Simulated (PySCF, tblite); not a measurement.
Compound: C9H13 (charge -1).
Structure used (GFN2-xTB), in Å, numbered top down from 1:
```
atom  x, y, z in Å
C1    -1.704    3.340    0.828
C2    -1.981    2.203    0.467
C3    -2.329    0.829    0.025
C4    -1.223   -0.194    0.352
C5    -1.657   -1.611   -0.028
C6     0.067    0.221   -0.359
C7     1.308   -0.559    0.088
C8     2.540   -0.073   -0.599
C9     3.645    0.342    0.019
H10   -3.265    0.492    0.511
H11   -2.512    0.803   -1.067
H12   -1.042   -0.163    1.435
H13   -1.804   -1.686   -1.106
H14   -0.916   -2.355    0.270
H15   -2.599   -1.862    0.461
H16   -0.064    0.105   -1.440
H17    0.213    1.286   -0.152
H18    1.427   -0.467    1.170
H19    1.168   -1.622   -0.148
H20    2.493   -0.060   -1.681
H21    4.506    0.697   -0.524
H22    3.719    0.353    1.094
```

Structure optimised with GFN2-xTB, isolated species.

Masses are those of the commonest isotopes; rigid-rotor values at the optimised geometry. The values belong to one conformer with, in the numbering `[C-:1]#[C:2][CH2:3][C@@H:4]([CH3:5])[CH2:6][CH2:7][CH:8]=[CH2:9]`, C2–C3–C4–C5 176°, C3–C4–C6–C7 169°, C4–C6–C7–C8 -178°, C6–C7–C8–C9 125°.

What are A, B and C (MHz)?

Ia = 233.96, Ib = 579.74, Ic = 772.13 u·Å²; 505379 MHz·u·Å²/I gives A = 2160, B = 871.7, C = 654.5 MHz.

Classify the top.

An asymmetric top; Ray's κ = -0.711.

Is it planar, by Δ = Ic − Ia − Ib?

Not planar: Δ = Ic − Ia − Ib = -41.57 u·Å². For a rigid frame Δ = −2 Σ m c², so Σ m c² = 20.79 u·Å² lies off the ab plane: 13.27 from hydrogen and 7.52 from heavier atoms. The atom farthest from that plane is 1.47 Å away.

Its GFN2-xTB frequencies are all real (lowest 41 cm⁻¹). Constants of a rigid frame at the computed geometry: no zero-point averaging, no centrifugal distortion.
